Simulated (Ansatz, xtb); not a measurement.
## Isomers of C5H8O3 in order of energy

3 gas-phase structures of C5H8O3, from a drawn sample of its isomers (lower ones may exist). Each was relaxed with GFN2-xTB; where two conformers were screened, the lower at r2SCAN-D4/def2-SVP//GFN2-xTB is listed:

A. `CCO[C@@H]1OC=C1O`, a singlet
B. `CCOC1=C(O)CO1`, a singlet
C. `CCO[C@@H]1OCC1=O`, a singlet

Q: Make a reasoned guess at their ranking by r2SCAN-D4/def2-SVP//GFN2-xTB single-point energy.

A: Calculated order at r2SCAN-D4/def2-SVP//GFN2-xTB: C (0.0), A (79.9), B (82.3) kJ/mol. Less than 1 kcal/mol parts A and B, so the order within that pair means little.

Energies above the lowest of each column, in kJ/mol; the last columns are at r2SCAN-D4/def2-SVP geometries:

```
structure  GFN2-xTB  HF/STO-3G  r2SCAN-D4/def2-SVP//GFN2-xTB  r2SCAN-D4/def2-SVP  CCSD(T)/def2-SVP + ΔMP2/def2-TZVPP
        C       0.0        0.0                           0.0                 0.0                                 0.0
        A      30.4      115.0                          79.9                78.4                                72.6
        B      11.2       96.7                          82.3                75.8                                77.1
```

Every level run on C puts it lowest or level with the lowest. Flexible structures stand in one conformer each, not always the lowest. ΔMP2 is the change of the MP2 energy from the smaller to the larger basis.

Programs: Ansatz 0.2.0, xtb 6.7.1.
